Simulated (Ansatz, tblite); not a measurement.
Forces on the cluster Mo₂O₄⁻ at its r2SCAN-D4/def2-SVPD geometry. The state is a doublet with charge -1.

In the def2 sets Mo takes a core potential; there is no spin–orbit coupling. The xTB rows come from tblite. At PBE-D4/def2-TZVPD the charge -1 doublet is spin-contaminated (final ⟨S²⟩ up to 0.84, 0.75 for a pure state). No other spin state of charge -1 was run. The geometry of the doublet was relaxed on an unsound state (⟨S²⟩ 1.07, where a pure state has 0.75). Another isomer (quartet) lies 1.03 eV lower at PBE0-D4/def2-TZVPD; other spin states weren't run for this one.

GFN1-xTB (tblite), largest force 3.22 eV/Å:

```xyz
6
positions Å, forces eV/Å
Mo   -0.895   -0.089   -0.938    0.075    3.121   -0.800
Mo    0.895    0.089    0.937   -0.078   -3.120    0.805
O     2.243   -0.863    0.444   -0.817    1.402    0.392
O    -2.245    0.859   -0.445    0.822   -1.398   -0.393
O     0.118   -0.298    2.424    0.786    0.974   -1.103
O    -0.116    0.302   -2.422   -0.787   -0.979    1.099
```

GFN2-xTB (tblite), largest force 3.96 eV/Å:

```
Mo 0.621 3.883 -0.429
Mo -0.624 -3.881 0.433
O -0.735 1.656 0.167
O 0.739 -1.652 -0.169
O 0.637 1.289 -1.112
O -0.638 -1.294 1.109
```

PBE-D4/def2-TZVPD (Ansatz), largest force 0.56 eV/Å:

```
Mo 0.264 -0.321 0.375
Mo -0.263 0.321 -0.374
O 0.323 -0.232 -0.115
O -0.323 0.233 0.115
O -0.185 -0.099 0.357
O 0.185 0.098 -0.357
```
